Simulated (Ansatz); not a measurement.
One change: `BrC1B[SiH2]1` becomes `[SiH3]C1B[SiH2]1`.

Ansatz, PBE0-D4/def2-TZVP geometries, multiplicity 1. 

Scalar relativity is left out up to krypton.

```json
{"property": "size of the dipole moment (PBE/def2-TZVPP) / D", "`BrC1B[SiH2]1`": "2.01"}
{"property": "LUMO energy (B3LYP/def2-TZVPP) / eV", "`BrC1B[SiH2]1`": "-2.18"}
{"property": "HOMO–LUMO gap (PBE0/def2-TZVPP) / eV", "`BrC1B[SiH2]1`": "5.05"}
{"property": "HOMO energy (ωB97M-V/def2-TZVPP) / eV", "`BrC1B[SiH2]1`": "-9.09"}
{"property": "LUMO energy (ωB97M-V/def2-TZVPP) / eV", "`BrC1B[SiH2]1`": "-0.09"}
{"property": "HOMO energy (B3LYP/def2-TZVPP) / eV", "`BrC1B[SiH2]1`": "-6.85"}
```

Q: What does the change do to each property? (An estimate is asked.)

A: Computed: 
```csv
property,`[SiH3]C1B[SiH2]1`,shift
size of the dipole moment (PBE/def2-TZVPP) / D,0.64,-1.37
LUMO energy (B3LYP/def2-TZVPP) / eV,-2.12,0.06
HOMO–LUMO gap (PBE0/def2-TZVPP) / eV,4.89,-0.16
HOMO energy (ωB97M-V/def2-TZVPP) / eV,-8.93,0.16
LUMO energy (ωB97M-V/def2-TZVPP) / eV,-0.01,0.08
HOMO energy (B3LYP/def2-TZVPP) / eV,-6.65,0.20
```

With PBE0 the HOMO rises by 0.21 eV and the LUMO rises by 0.06 eV, so the gap narrows by about 0.15 eV. PBE moves the HOMO by 0.26 eV and ωB97M-V by 0.16 eV. The zero-point energy changes by 64.6 kJ/mol with +9 modes. Dipoles are sizes alone; their direction can turn.

B3LYP here is the variant with VWN-RPA as its local correlation; programs differ in this.

Spin–orbit coupling is left out; it splits and shifts lone-pair levels of the heavy atoms by tenths of an eV.
